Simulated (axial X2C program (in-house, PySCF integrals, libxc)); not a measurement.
# Testing model relations on TiF⁺

A bond curve at the PBE0 level, with spin–orbit coupling, was computed with an in-house all-electron X2C program for linear molecules (integrals from PySCF) (basis Ti dyall-cv3z [10s10p6d4f2g], F dyall-av3z [7s6p3d2f] (cores contracted in-house)) for the state Ω = 1 (⟨Sz⟩ = 1.00, ⟨Lz⟩ = 0.00 at PBE0). Its fit gives Re = 1.7164 Å, ωe = 814.3 cm⁻¹, ωexe = 3.31 cm⁻¹ and αe = 2.485e-03 cm⁻¹; the masses are 47.9479 and 18.9984 u. Two-component means X2C with spin–orbit coupling and atomic mean-field Coulomb and Gaunt terms.

Find the reduced mass, Be and the force constant.

From the PBE0 values: μ = 13.6069 u. Be = 16.8576/(μ Re²) = 0.4205 cm⁻¹. k = 5.8918×10⁻⁷ μ ωe² = 5.32 mdyn/Å.

Estimate the centrifugal constant by the Kratzer relation.

D = 4Be³/ωe² = 4.49e-07 cm⁻¹.

Where do the fundamental and the first overtone lie?

ν(1←0) = ωe − 2ωexe = 807.7 cm⁻¹; ν(2←0) = 2ωe − 6ωexe = 1608.7 cm⁻¹.

A Morse curve ties αe to the other constants (Pekeris). How well does that hold?

αe(Morse) = 6Be²/ωe × (√(ωexe/Be) − 1) = 2.353e-03 cm⁻¹; the PBE0 curve gives 2.485e-03 cm⁻¹, a ratio of 0.95.

The state is one determinant whose occupation by symmetry is held fixed; it was picked as the lowest of a PBE0 search that is not exhaustive. Density functionals use the spin component along the axis (collinear). Other states lie close and PBE0, whose exact exchange favours high spin, may order them wrongly; the determinant shown need not be the ground state. The nearest other 2c determinant of the search, Ω = 2, lies 0.30 eV up at the distance of the search. With several unpaired electrons one determinant need not be a pure state. Open-shell Ω = 0 determinants with evenly filled partner blocks cannot be reached by this program, so the Ω shown need not be the lowest component.
